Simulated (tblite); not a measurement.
Isomers of C5H11F3Si2. Computed with GFN2-xTB (tblite): harmonic, unscaled wavenumbers at the GFN2-xTB geometry, gas phase. The method is semi-empirical: single wavenumbers can be off by several per cent or more. Modes of hydrogen on silicon can be 10 to 20 % off. One conformer each.

Electronic energies: GFN2-xTB at the same geometries; isomer energies are rough at this level and their order can be wrong.

| SMILES | electronic energy, lowest = 0 (kcal/mol) |
| --- | --- |
| C[Si]1(CC(F)(F)F)C[SiH2]C1 | 18.2 |
| C=CCC[SiH2][SiH2]C(F)(F)F | 28.1 |
| C[Si@@H]1[SiH2]CC[C@@H]1C(F)(F)F | 0.0 |

**Question.** How do GFN2-xTB zero-point energies change the relative energies?

**Answer.** 
| SMILES | ZPE (kcal/mol) | of it from modes above 1550 cm⁻¹ | electronic (kcal/mol) | with ZPE, lowest = 0 (kcal/mol) | lowest mode (cm⁻¹) | rings |
| --- | --- | --- | --- | --- | --- | --- |
| C[Si@@H]1[SiH2]CC[C@@H]1C(F)(F)F | 92.9 | 43.7 | 0.0 | 0.0 | 47 | 1 |
| C[Si]1(CC(F)(F)F)C[SiH2]C1 | 92.6 | 45.4 | 18.2 | 17.9 | 12 | 1 |
| C=CCC[SiH2][SiH2]C(F)(F)F | 89.4 | 45.4 | 28.1 | 24.6 | 10 | 0 |

The zero-point energies span 3.5 kcal/mol, from `C=CCC[SiH2][SiH2]C(F)(F)F` to `C[Si@@H]1[SiH2]CC[C@@H]1C(F)(F)F`. The order is unchanged.
